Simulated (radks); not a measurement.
Cd IV, configuration [Kr] 4d9 (the NIST ground configuration). Calculated with a radial shooting solver on a logarithmic mesh with Libxc functionals: Dirac Kohn-Sham, LDA (Slater exchange, Perdew-Wang correlation), spin-unpolarised, spherical densities, point nucleus; open shells fill j = l - 1/2 first.

Unscreened Slater integrals over Kohn-Sham orbitals (cm^-1). Large and small components are both included. Empty in this configuration: 5s1/2.

F0(4d5/2,4d5/2): 164940
F2(4d5/2,4d5/2): 82486
F4(4d5/2,4d5/2): 54093
F0(4d5/2,4d3/2): 165900
F2(4d5/2,4d3/2): 82949
G2(4d5/2,4d3/2): 82898
G4(4d5/2,4d3/2): 54372
F0(4d5/2,4p3/2): 181980
F2(4d5/2,4p3/2): 90520
G1(4d5/2,4p3/2): 114570
G3(4d5/2,4p3/2): 70187
F0(4d5/2,4p1/2): 184180
G3(4d5/2,4p1/2): 69679
F0(4d5/2,5s1/2): 105370
G2(4d5/2,5s1/2): 17352
F0(4d3/2,4d3/2): 166870
F2(4d3/2,4d3/2): 83436
F0(4d3/2,4p3/2): 183260
F2(4d3/2,4p3/2): 91426
G1(4d3/2,4p3/2): 115940
G3(4d3/2,4p3/2): 71062
F0(4d3/2,4p1/2): 185520
G1(4d3/2,4p1/2): 115500
F0(4d3/2,5s1/2): 105580
G2(4d3/2,5s1/2): 16854
F0(4p3/2,4p3/2): 205300
F2(4p3/2,4p3/2): 107410
F0(4p3/2,4p1/2): 208520
G2(4p3/2,4p1/2): 108720
F0(4p3/2,5s1/2): 108840
G1(4p3/2,5s1/2): 8189.5
F0(4p1/2,4p1/2): 211930
F0(4p1/2,5s1/2): 109260
G1(4p1/2,5s1/2): 7789.0
F0(5s1/2,5s1/2): 87710
